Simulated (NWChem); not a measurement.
System meant: BeSi₂H₆; SMILES [Be]([SiH3])[SiH3]

Input file for NWChem:

```
start job
memory heap 200 mb stack 900 mb global 1100 mb
geometry units angstroms noautoz
  Be     0.001066     0.000002     0.000027
  Si     0.000206     2.190094     0.000050
  H      0.222189     2.761013    -1.363786
  H      1.069853     2.761429     0.874536
  H     -1.292397     2.760121     0.489461
  Si     0.000150    -2.190089     0.000072
  H     -1.004190    -2.760299    -0.949359
  H     -0.320432    -2.760618     1.344322
  H      1.324078    -2.761653    -0.394691
end
basis spherical
  * library def2-svp
end
dft
  odft
  mult 2
  xc b3lyp
  iterations 150
  mulliken
end
task dft energy
```

End of the output:

```
 Summary of "ao basis" -> "" (spherical)
 ------------------------------------------------------------------------------
       Tag                 Description            Shells   Functions and Types
 ---------------- ------------------------------  ------  ---------------------
 *                          def2-svp                  on all atoms

                                 NWChem DFT Module
                                 -----------------

 Summary of "ao basis" -> "ao basis" (spherical)
 ------------------------------------------------------------------------------
       Tag                 Description            Shells   Functions and Types
 ---------------- ------------------------------  ------  ---------------------
 Be                         def2-svp                 5        9   3s2p
 Si                         def2-svp                 8       18   4s3p1d
 H                          def2-svp                 3        5   2s1p

 Summary of "ao basis" -> "ao basis" (spherical)
 ------------------------------------------------------------------------------
       Tag                 Description            Shells   Functions and Types
 ---------------- ------------------------------  ------  ---------------------
 Be                         def2-svp                 5        9   3s2p
 Si                         def2-svp                 8       18   4s3p1d
 H                          def2-svp                 3        5   2s1p

      Symmetry analysis of basis
      --------------------------

        a          31
        e+         22
        e-         22

  Rotation of axis
  number of electrons :                   38
  multiplicity        :                    2
 ------------------------------------------------------------------------
  no. of electrons and multiplicity not compatible                  38
 ------------------------------------------------------------------------
 ------------------------------------------------------------------------
  current input line :
    24: task dft energy
 ------------------------------------------------------------------------
 ------------------------------------------------------------------------
 There is an error in the input file
 ------------------------------------------------------------------------
 For more information see the NWChem manual at https://nwchemgit.github.io

0: no. of electrons and multiplicity not compatible:Received an Error in Communication
```

Task: Can this run be used? If not, why, and what is the fix?

Result: The program refused the input. Cause: the multiplicity doesn't fit the number of electrons (an even count wants an odd multiplicity, and the reverse). This input runs:
```
start job
memory heap 200 mb stack 900 mb global 1100 mb
geometry units angstroms noautoz
  Be     0.001066     0.000002     0.000027
  Si     0.000206     2.190094     0.000050
  H      0.222189     2.761013    -1.363786
  H      1.069853     2.761429     0.874536
  H     -1.292397     2.760121     0.489461
  Si     0.000150    -2.190089     0.000072
  H     -1.004190    -2.760299    -0.949359
  H     -0.320432    -2.760618     1.344322
  H      1.324078    -2.761653    -0.394691
end
basis spherical
  Be library def2-svp
  Si library def2-svp
  H library def2-svp
end
dft
  xc b3lyp
  iterations 150
  mulliken
end
task dft energy
```
It converges to -597.15217 Ha (B3LYP/def2-SVP).
